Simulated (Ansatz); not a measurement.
`C[NH][GeH]([Cl])[Cl]`. The species carries charge 0 and has multiplicity 1.

```xyz
10

C    -0.716    0.998    0.802
N     0.036   -0.243    0.716
Ge    0.398   -0.939   -0.912
Cl    1.426    0.455   -2.203
Cl    1.710   -2.592   -0.581
H    -0.150    1.885    0.493
H    -1.063    1.147    1.827
H    -1.606    0.934    0.170
H     0.830   -0.267    1.340
H    -0.865   -1.376   -1.651
```

Question: What are the harmonic wavenumbers in cm⁻¹ at PBE0-D4/def2-TZVP (Ansatz, finite differences of forces, unscaled)? (Best estimate.)

Answer: Ansatz gave: 59, 106, 146, 148, 229, 281, 408, 440, 540, 669, 716, 748, 1098, 1124, 1141, 1392, 1457, 1486, 1511, 2206, 3018, 3087, 3115, 3594.

Question: Is this a minimum?

Answer: Yes, all 24 modes are real.

Question: Give the ideal-gas thermochemistry at 298.15 K and 1 bar (rigid rotor, harmonic oscillator; point group C1, symmetry number 1).

Answer: Zero-point energy 171.8 kJ/mol; H(298) − E = 194.8 kJ/mol; entropy 377.3 J/(mol·K), of which translation 173.2, rotation 119.9, vibration 84.1; G(298) − E = 82.3 kJ/mol. Modes under 100 cm⁻¹ are hindered rotations or soft bends, so the harmonic entropy is rough.
